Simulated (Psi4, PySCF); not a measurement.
Input for Psi4:
```
memory 2 GB

molecule mol {
0 3
O    -1.610389   -0.057345   -0.066145
C    -0.586741    0.488259    0.142883
S     1.025223   -0.154424   -0.020508
}

set {
  basis 6-31g*
  reference uhf
  freeze_core true
  mp2_type conv
  scf_type pk
  puream true
  d_convergence 1e-8
}

energy('mp2')
print_variables()
```

Q: Write the same job for PySCF.

A: One answer among several that fit: 
```python
from pyscf import gto, scf, mp

mol = gto.M(
    atom='''
O    -1.61038921   -0.05734526   -0.06614538
C    -0.58674147    0.48825900    0.14288258
S     1.02522266   -0.15442449   -0.02050827
''',
    basis='6-31g*',
    spin=2,
    verbose=4,
)

mf = scf.UHF(mol)
mf.kernel()

pt = mp.MP2(mf, frozen=7)
pt.kernel()
print('E(MP2) = %.10f' % pt.e_tot)
```

Both were run: Psi4 gave -510.548700 Eh and PySCF -510.548700 Eh, 0.000 mEh apart.
